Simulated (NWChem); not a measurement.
All runs are NWChem calculations. System: diselenium (Se₂), charge 0, spin multiplicity 3, at a geometry optimised with UB3LYP/def2-SVP. Its SCF solution wasn't tested for a lower state. Level: UPBE/def2-TZVP.

The NWChem input:

```
start mol
memory heap 200 mb stack 900 mb global 1100 mb
geometry units angstroms nocenter noautoz
  Se     0.000000     0.000000     1.096133
  Se     0.000000     0.000000    -1.096133
  symmetry group D2h
end
basis spherical
  * library def2-tzvp
end
dft
  xc xpbe96 cpbe96
  odft
  mult 3
  semidirect memsize 60000000 filesize 0
  iterations 100
end
task dft energy
```

Output (cleaned and shortened):

```
             Northwest Computational Chemistry Package (NWChem) 7.3.0
             --------------------------------------------------------

                                NWChem Input Module
                                -------------------

 Scaling coordinates for geometry "geometry" by  1.889725989
 (inverse scale =  0.529177249)

 Turning off AUTOSYM since
 SYMMETRY directive was detected!

                             Geometry "geometry" -> ""
                             -------------------------

 Output coordinates in angstroms (scale by  1.889725989 to convert to a.u.)

  No.       Tag          Charge          X              Y              Z
 ---- ---------------- ---------- -------------- -------------- --------------
    1 Se                  34.0000     0.00000000     0.00000000     1.09613300
    2 Se                  34.0000     0.00000000     0.00000000    -1.09613300

 Effective nuclear repulsion energy (a.u.)     279.0395416631

            Nuclear Dipole moment (a.u.)
            ----------------------------
        X                 Y               Z
 ---------------- ---------------- ----------------
     0.0000000000     0.0000000000     0.0000000000

      Symmetry information
      --------------------

 Group name             D2h
 Group number             26
 Group order               8
 No. of unique centers     1

      Symmetry unique atoms

     1


 Summary of "ao basis" -> "" (spherical)
 ------------------------------------------------------------------------------
       Tag                 Description            Shells   Functions and Types
 ---------------- ------------------------------  ------  ---------------------
 *                         def2-tzvp                  on all atoms

  pbe96 is a nonlocal functional; adding pw91lda local functional.

                                 NWChem DFT Module
                                 -----------------

 Summary of "ao basis" -> "ao basis" (spherical)
 ------------------------------------------------------------------------------
       Tag                 Description            Shells   Functions and Types
 ---------------- ------------------------------  ------  ---------------------
 Se                        def2-tzvp                16       48   6s5p4d1f

 Summary of "ao basis" -> "ao basis" (spherical)
 ------------------------------------------------------------------------------
       Tag                 Description            Shells   Functions and Types
 ---------------- ------------------------------  ------  ---------------------
 Se                        def2-tzvp                16       48   6s5p4d1f

      Symmetry analysis of basis
      --------------------------

        ag         21
        au          5
        b1g         5
        b1u        21
        b2g        11
        b2u        11
        b3g        11
        b3u        11

            General Information
            -------------------
          SCF calculation type: DFT
          Wavefunction type:  spin polarized.
          No. of atoms     :     2
          No. of electrons :    68
           Alpha electrons :    35
            Beta electrons :    33
          Charge           :     0
          Spin multiplicity:     3
          Use of symmetry is: on ; symmetry adaption is: on
          Maximum number of iterations: 100
          AO basis - number of functions:    96
                     number of shells:    32
          Convergence on energy requested:  1.00D-06
          Convergence on density requested:  1.00D-05
          Convergence on gradient requested:  5.00D-04

              XC Information
              --------------
          PerdewBurkeErnzerhof Exchange Functional  1.000
            Perdew 1991 LDA Correlation Functional  1.000 local
           PerdewBurkeErnz. Correlation Functional  1.000 non-local

             Grid Information
             ----------------
          Grid used for XC integration:  medium
          Radial quadrature: Mura-Knowles
          Angular quadrature: Lebedev.
          Tag              B.-S. Rad. Rad. Pts. Rad. Cut. Ang. Pts.
          ---              ---------- --------- --------- ---------
          Se                  1.15      112           9.0       590
          Grid pruning is: on
          Number of quadrature shells:   112
          Spatial weights used:  Erf1

          Convergence Information
          -----------------------
          Convergence aids based upon iterative change in
          total energy or number of iterations.
          Levelshifting, if invoked, occurs when the
          HOMO/LUMO gap drops below (HL_TOL):  1.00D-02
          DIIS, if invoked, will attempt to extrapolate
          using up to (NFOCK): 10 stored Fock matrices.

                    Damping( 0%)  Levelshifting(0.5)       DIIS
                  --------------- ------------------- ---------------
          dE  on:    start            ASAP                start
          dE off:    2 iters        100 iters           100 iters

      Screening Tolerance Information
      -------------------------------
          Density screening/tol_rho:  1.00D-10
          AO Gaussian exp screening on grid/accAOfunc:  14
          CD Gaussian exp screening on grid/accCDfunc:  20
          XC Gaussian exp screening on grid/accXCfunc:  20
          Schwarz screening/accCoul:  1.00D-08

      Superposition of Atomic Density Guess
      -------------------------------------

 Sum of atomic energies:       -4799.61305313

      Non-variational initial energy
      ------------------------------

 Total energy =   -4799.710373
[...]
              MO Center= -9.5D-19,  6.7D-16, -1.9D-16, r^2= 3.3D+00
   Bfn.  Coefficient  Atom+Function         Bfn.  Coefficient  Atom+Function
  ----- ------------  ---------------      ----- ------------  ---------------
    17      0.395628  1 Se py                65     -0.395628  2 Se py
    20      0.296466  1 Se py                68     -0.296466  2 Se py
    11     -0.252258  1 Se py                59      0.252258  2 Se py
    14      0.231776  1 Se py                62     -0.231776  2 Se py
     8      0.076700  1 Se py                56     -0.076700  2 Se py

 Vector   36  Occ=0.000000D+00  E=-7.211255D-02  Symmetry=b1u
              MO Center=  5.7D-15,  5.7D-15, -3.8D-13, r^2= 4.5D+00
   Bfn.  Coefficient  Atom+Function         Bfn.  Coefficient  Atom+Function
  ----- ------------  ---------------      ----- ------------  ---------------
    21      0.601365  1 Se pz                69      0.601365  2 Se pz
     6     -0.461808  1 Se s                 54      0.461808  2 Se s
    18      0.361979  1 Se pz                66      0.361979  2 Se pz
    12     -0.225804  1 Se pz                60     -0.225804  2 Se pz
    15      0.219392  1 Se pz                63      0.219392  2 Se pz

 Vector   37  Occ=0.000000D+00  E= 1.262512D-01  Symmetry=ag
              MO Center=  1.8D-13, -1.9D-13,  1.5D-12, r^2= 5.4D+00
   Bfn.  Coefficient  Atom+Function         Bfn.  Coefficient  Atom+Function
  ----- ------------  ---------------      ----- ------------  ---------------
    21      0.717012  1 Se pz                69     -0.717012  2 Se pz
    18     -0.428159  1 Se pz                66      0.428159  2 Se pz
    39      0.330264  1 Se d  0              87      0.330264  2 Se d  0
     5      0.228868  1 Se s                 53      0.228868  2 Se s
    24     -0.101596  1 Se d  0              72     -0.101596  2 Se d  0

 Vector   38  Occ=0.000000D+00  E= 1.342864D-01  Symmetry=b1u
              MO Center=  6.9D-16,  6.6D-16, -1.9D-12, r^2= 8.6D+00
   Bfn.  Coefficient  Atom+Function         Bfn.  Coefficient  Atom+Function
  ----- ------------  ---------------      ----- ------------  ---------------
    21     -1.635499  1 Se pz                69     -1.635499  2 Se pz
     6      1.565075  1 Se s                 54     -1.565075  2 Se s
    39      0.630039  1 Se d  0              87     -0.630039  2 Se d  0
    18      0.242747  1 Se pz                66      0.242747  2 Se pz
    15      0.184238  1 Se pz                63      0.184238  2 Se pz

                     DFT Final Beta Molecular Orbital Analysis
                     -----------------------------------------

 Vector   31  Occ=1.000000D+00  E=-3.188232D-01  Symmetry=ag
              MO Center=  7.4D-16, -3.0D-16,  2.5D-15, r^2= 3.2D+00
   Bfn.  Coefficient  Atom+Function         Bfn.  Coefficient  Atom+Function
  ----- ------------  ---------------      ----- ------------  ---------------
    18      0.349599  1 Se pz                66     -0.349599  2 Se pz
    12     -0.247191  1 Se pz                60      0.247191  2 Se pz
     6      0.227448  1 Se s                 54      0.227448  2 Se s
    15      0.220972  1 Se pz                63     -0.220972  2 Se pz
    21      0.147590  1 Se pz                69     -0.147590  2 Se pz

 Vector   32  Occ=1.000000D+00  E=-2.701869D-01  Symmetry=b3u
              MO Center= -1.1D-15, -9.0D-30,  4.9D-17, r^2= 2.6D+00
   Bfn.  Coefficient  Atom+Function         Bfn.  Coefficient  Atom+Function
  ----- ------------  ---------------      ----- ------------  ---------------
    16      0.339949  1 Se px                64      0.339949  2 Se px
    10     -0.229254  1 Se px                58     -0.229254  2 Se px
    13      0.204489  1 Se px                61      0.204489  2 Se px
    19      0.194326  1 Se px                67      0.194326  2 Se px
     7      0.069985  1 Se px                55      0.069985  2 Se px

 Vector   33  Occ=1.000000D+00  E=-2.701869D-01  Symmetry=b2u
              MO Center= -9.7D-30, -4.6D-17,  7.0D-17, r^2= 2.6D+00
   Bfn.  Coefficient  Atom+Function         Bfn.  Coefficient  Atom+Function
  ----- ------------  ---------------      ----- ------------  ---------------
    17      0.339949  1 Se py                65      0.339949  2 Se py
    11     -0.229254  1 Se py                59     -0.229254  2 Se py
    14      0.204489  1 Se py                62      0.204489  2 Se py
    20      0.194326  1 Se py                68      0.194326  2 Se py
     8      0.069985  1 Se py                56      0.069985  2 Se py

 Vector   34  Occ=0.000000D+00  E=-1.664793D-01  Symmetry=b2g
              MO Center= -9.3D-16,  2.2D-19,  1.2D-16, r^2= 3.3D+00
   Bfn.  Coefficient  Atom+Function         Bfn.  Coefficient  Atom+Function
  ----- ------------  ---------------      ----- ------------  ---------------
    16      0.372872  1 Se px                64     -0.372872  2 Se px
    19      0.327767  1 Se px                67     -0.327767  2 Se px
    10     -0.251091  1 Se px                58      0.251091  2 Se px
    13      0.237168  1 Se px                61     -0.237168  2 Se px
     7      0.076248  1 Se px                55     -0.076248  2 Se px

 Vector   35  Occ=0.000000D+00  E=-1.664793D-01  Symmetry=b3g
              MO Center= -9.5D-19, -9.1D-16,  5.0D-16, r^2= 3.3D+00
   Bfn.  Coefficient  Atom+Function         Bfn.  Coefficient  Atom+Function
  ----- ------------  ---------------      ----- ------------  ---------------
    17      0.372872  1 Se py                65     -0.372872  2 Se py
    20      0.327767  1 Se py                68     -0.327767  2 Se py
    11     -0.251091  1 Se py                59      0.251091  2 Se py
    14      0.237168  1 Se py                62     -0.237168  2 Se py
     8      0.076248  1 Se py                56     -0.076248  2 Se py

 Vector   36  Occ=0.000000D+00  E=-5.659649D-02  Symmetry=b1u
              MO Center= -9.5D-15, -9.5D-15,  1.9D-13, r^2= 4.6D+00
   Bfn.  Coefficient  Atom+Function         Bfn.  Coefficient  Atom+Function
  ----- ------------  ---------------      ----- ------------  ---------------
    21      0.612707  1 Se pz                69      0.612707  2 Se pz
     6     -0.475129  1 Se s                 54      0.475129  2 Se s
    18      0.353630  1 Se pz                66      0.353630  2 Se pz
    12     -0.224824  1 Se pz                60     -0.224824  2 Se pz
    15      0.220683  1 Se pz                63      0.220683  2 Se pz

   alpha - beta orbital overlaps
   -----------------------------

   alpha      1      2      3      4      5      6      7      8      9     10
    beta      1      2      3      4      5      6      8      7      9     10
 overlap   1.000  1.000  1.000  1.000  1.000  1.000  1.000  1.000  1.000  1.000

   alpha     11     12     13     14     15     16     17     18     19     20
    beta     11     12     13     14     16     15     18     17     19     20
 overlap   1.000  1.000  1.000  1.000  1.000  1.000  1.000  1.000  1.000  1.000

   alpha     21     22     23     24     25     26     27     28     29     30
    beta     21     23     24     22     25     26     27     28     29     30
 overlap   1.000  1.000  1.000  1.000  1.000  1.000  1.000  1.000  0.999  1.000

   alpha     31     32     33     34     35     36     37     38     39     40
    beta     31     33     32     34     35     36     37     38     40     39
 overlap   0.999  0.999  0.999  1.000  1.000  1.000  0.999  1.000  0.999  0.999

   alpha     41     42     43     44     45     46     47     48     49     50
    beta     41     42     44     43     45     46     47     48     49     50
 overlap   1.000  1.000  0.999  0.999  1.000  1.000  0.999  1.000  1.000  1.000

   alpha     51     52     53     54     55     56     57     58     59     60
    beta     51     52     53     54     55     56     57     58     59     60
 overlap   1.000  1.000  1.000  1.000  1.000  1.000  1.000  0.996  0.996  1.000

   alpha     61     62     63     64     65     66     67     68     69     70
    beta     61     62     63     65     64     66     67     68     69     70
 overlap   1.000  0.996  0.996  1.000  1.000  1.000  1.000  1.000  0.999  0.999

   alpha     71     72     73     74     75     76     77     78     79     80
    beta     71     72     73     74     75     76     77     78     79     80
 overlap   1.000  1.000  0.999  0.999  1.000  1.000  1.000  1.000  1.000  1.000

   alpha     81     82     83     84     85     86     87     88     89     90
    beta     81     82     83     84     85     86     87     88     89     90
 overlap   1.000  1.000  1.000  1.000  1.000  1.000  1.000  1.000  1.000  1.000

   alpha     91     92     93     94     95     96
    beta     91     93     92     94     95     96
 overlap   1.000  1.000  1.000  1.000  1.000  1.000

     --------------------------
     Expectation value of S2:
     --------------------------
      <S2> =      2.0036 (Exact =     2.0000)

 center of mass
 --------------
 x =   0.00000000 y =   0.00000000 z =   0.00000000

 moments of inertia (a.u.)
 ------------------
         677.223303819189           0.000000000000           0.000000000000
           0.000000000000         677.223303819189           0.000000000000
           0.000000000000           0.000000000000           0.000000000000

     Multipole analysis of the density
     ---------------------------------

     L   x y z        total         alpha         beta         nuclear
     -   - - -        -----         -----         ----         -------
     0   0 0 0     -0.000000    -35.000000    -33.000000     68.000000

     1   1 0 0     -0.000000     -0.000000     -0.000000      0.000000
     1   0 1 0     -0.000000     -0.000000     -0.000000      0.000000
     1   0 0 1      0.000000      0.000000      0.000000      0.000000

     2   2 0 0    -27.286987    -15.997469    -11.289519      0.000000
     2   1 1 0      0.000000     -0.000000      0.000000      0.000000
     2   1 0 1      0.000000      0.000000      0.000000      0.000000
     2   0 2 0    -27.286987    -15.997469    -11.289519      0.000000
     2   0 1 1      0.000000      0.000000      0.000000      0.000000
     2   0 0 2    -24.751704   -165.194884   -151.321750    291.764931

 Task  times  cpu:        2.4s     wall:        2.4s

 Total times  cpu:        2.4s     wall:        2.4s
```
